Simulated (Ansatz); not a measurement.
Sn₁₇AsH₂₈⁻. Total charge -1; singlet. Geometry PBE-D4/def2-SVP.

```xyz
46

Sn   -3.358    1.481   -2.829
Sn   -2.710    4.114    0.789
Sn   -1.464   -2.986   -2.061
As   -1.307   -0.121    0.161
Sn    1.718   -5.076   -0.177
Sn    1.338   -2.756   -1.896
Sn    0.161   -2.481    3.487
Sn    1.039    2.743   -2.349
Sn    2.719    0.765    1.269
Sn   -0.724    1.974    4.239
Sn   -3.023   -1.212   -3.607
Sn   -1.401    2.307   -0.950
Sn   -1.215    4.518    3.139
Sn    1.021    0.219   -3.789
Sn    0.199    0.105    2.329
Sn    2.134   -4.238    2.494
Sn    3.333   -1.150   -0.713
Sn    2.645    3.249   -0.065
H    -3.425    2.443   -4.281
H    -4.971    1.573   -2.153
H    -4.262    3.494    1.295
H    -3.052    5.652    0.037
H    -2.137   -3.305   -0.489
H    -1.576   -4.538   -2.891
H    -2.640    0.019    0.929
H     0.395   -6.214   -0.022
H     3.103   -6.110   -0.483
H     2.003   -3.358   -3.396
H    -1.443   -3.131    3.273
H     0.332   -2.281    5.216
H     0.747    4.360   -2.989
H     3.935    0.610    2.514
H    -2.223    1.389    4.912
H     0.378    2.061    5.589
H    -4.597   -1.987   -3.646
H    -2.430   -1.335   -5.236
H    -2.018    5.547    4.300
H     0.300    5.290    2.780
H    -0.471    0.874   -4.568
H     2.113    0.843   -5.065
H     3.623   -3.353    2.680
H     2.244   -5.531    3.667
H     4.501   -2.295   -0.086
H     4.129   -0.337   -2.036
H     2.036    4.443    1.055
H     4.301    3.720   -0.374
```

In the def2 sets Sn takes a core potential; there is no spin–orbit coupling. Single mean-field runs in def2-SVP, def2-TZVP are fitted with def2-universal-jkfit.

Q: Estimate the orbital energies around the gap (eV) in Ansatz with PBE-D4/def2-SVP, PBE-D4/def2-TZVP, r2SCAN-D4/def2-SVP, B97M-V/def2-SVP, PBE0-D4/def2-SVP.

A: 
```json
{"orbital": "HOMO−13", "PBE-D4/def2-SVP": "-4.41", "PBE-D4/def2-TZVP": "-4.53", "r2SCAN-D4/def2-SVP": "-4.71", "B97M-V/def2-SVP": "-4.77", "PBE0-D4/def2-SVP": "-5.49"}
{"orbital": "HOMO−12", "PBE-D4/def2-SVP": "-4.34", "PBE-D4/def2-TZVP": "-4.45", "r2SCAN-D4/def2-SVP": "-4.63", "B97M-V/def2-SVP": "-4.68", "PBE0-D4/def2-SVP": "-5.36"}
{"orbital": "HOMO−11", "PBE-D4/def2-SVP": "-4.29", "PBE-D4/def2-TZVP": "-4.40", "r2SCAN-D4/def2-SVP": "-4.57", "B97M-V/def2-SVP": "-4.63", "PBE0-D4/def2-SVP": "-5.30"}
{"orbital": "HOMO−10", "PBE-D4/def2-SVP": "-4.15", "PBE-D4/def2-TZVP": "-4.26", "r2SCAN-D4/def2-SVP": "-4.43", "B97M-V/def2-SVP": "-4.48", "PBE0-D4/def2-SVP": "-5.13"}
{"orbital": "HOMO−9", "PBE-D4/def2-SVP": "-4.09", "PBE-D4/def2-TZVP": "-4.20", "r2SCAN-D4/def2-SVP": "-4.37", "B97M-V/def2-SVP": "-4.44", "PBE0-D4/def2-SVP": "-5.05"}
{"orbital": "HOMO−8", "PBE-D4/def2-SVP": "-3.87", "PBE-D4/def2-TZVP": "-3.98", "r2SCAN-D4/def2-SVP": "-4.14", "B97M-V/def2-SVP": "-4.19", "PBE0-D4/def2-SVP": "-4.80"}
{"orbital": "HOMO−7", "PBE-D4/def2-SVP": "-3.81", "PBE-D4/def2-TZVP": "-3.92", "r2SCAN-D4/def2-SVP": "-4.07", "B97M-V/def2-SVP": "-4.13", "PBE0-D4/def2-SVP": "-4.71"}
{"orbital": "HOMO−6", "PBE-D4/def2-SVP": "-3.73", "PBE-D4/def2-TZVP": "-3.85", "r2SCAN-D4/def2-SVP": "-3.99", "B97M-V/def2-SVP": "-4.06", "PBE0-D4/def2-SVP": "-4.65"}
{"orbital": "HOMO−5", "PBE-D4/def2-SVP": "-3.59", "PBE-D4/def2-TZVP": "-3.71", "r2SCAN-D4/def2-SVP": "-3.84", "B97M-V/def2-SVP": "-3.89", "PBE0-D4/def2-SVP": "-4.49"}
{"orbital": "HOMO−4", "PBE-D4/def2-SVP": "-3.53", "PBE-D4/def2-TZVP": "-3.64", "r2SCAN-D4/def2-SVP": "-3.77", "B97M-V/def2-SVP": "-3.81", "PBE0-D4/def2-SVP": "-4.40"}
{"orbital": "HOMO−3", "PBE-D4/def2-SVP": "-3.31", "PBE-D4/def2-TZVP": "-3.42", "r2SCAN-D4/def2-SVP": "-3.54", "B97M-V/def2-SVP": "-3.59", "PBE0-D4/def2-SVP": "-4.14"}
{"orbital": "HOMO−2", "PBE-D4/def2-SVP": "-3.26", "PBE-D4/def2-TZVP": "-3.37", "r2SCAN-D4/def2-SVP": "-3.49", "B97M-V/def2-SVP": "-3.55", "PBE0-D4/def2-SVP": "-4.10"}
{"orbital": "HOMO−1", "PBE-D4/def2-SVP": "-3.18", "PBE-D4/def2-TZVP": "-3.30", "r2SCAN-D4/def2-SVP": "-3.41", "B97M-V/def2-SVP": "-3.44", "PBE0-D4/def2-SVP": "-4.00"}
{"orbital": "HOMO", "PBE-D4/def2-SVP": "-2.37", "PBE-D4/def2-TZVP": "-2.53", "r2SCAN-D4/def2-SVP": "-2.54", "B97M-V/def2-SVP": "-2.55", "PBE0-D4/def2-SVP": "-3.10"}
{"orbital": "LUMO", "PBE-D4/def2-SVP": "-0.38", "PBE-D4/def2-TZVP": "-0.54", "r2SCAN-D4/def2-SVP": "-0.28", "B97M-V/def2-SVP": "-0.23", "PBE0-D4/def2-SVP": "0.25"}
{"orbital": "LUMO+1", "PBE-D4/def2-SVP": "-0.34", "PBE-D4/def2-TZVP": "-0.51", "r2SCAN-D4/def2-SVP": "-0.22", "B97M-V/def2-SVP": "-0.14", "PBE0-D4/def2-SVP": "0.35"}
{"orbital": "LUMO+2", "PBE-D4/def2-SVP": "-0.17", "PBE-D4/def2-TZVP": "-0.33", "r2SCAN-D4/def2-SVP": "-0.06", "B97M-V/def2-SVP": "-0.01", "PBE0-D4/def2-SVP": "0.46"}
{"orbital": "LUMO+3", "PBE-D4/def2-SVP": "0.08", "PBE-D4/def2-TZVP": "-0.10", "r2SCAN-D4/def2-SVP": "0.18", "B97M-V/def2-SVP": "0.15", "PBE0-D4/def2-SVP": "0.71"}
{"orbital": "LUMO+4", "PBE-D4/def2-SVP": "0.23", "PBE-D4/def2-TZVP": "0.05", "r2SCAN-D4/def2-SVP": "0.34", "B97M-V/def2-SVP": "0.27", "PBE0-D4/def2-SVP": "0.87"}
{"orbital": "LUMO+5", "PBE-D4/def2-SVP": "0.29", "PBE-D4/def2-TZVP": "0.11", "r2SCAN-D4/def2-SVP": "0.40", "B97M-V/def2-SVP": "0.35", "PBE0-D4/def2-SVP": "0.90"}
```
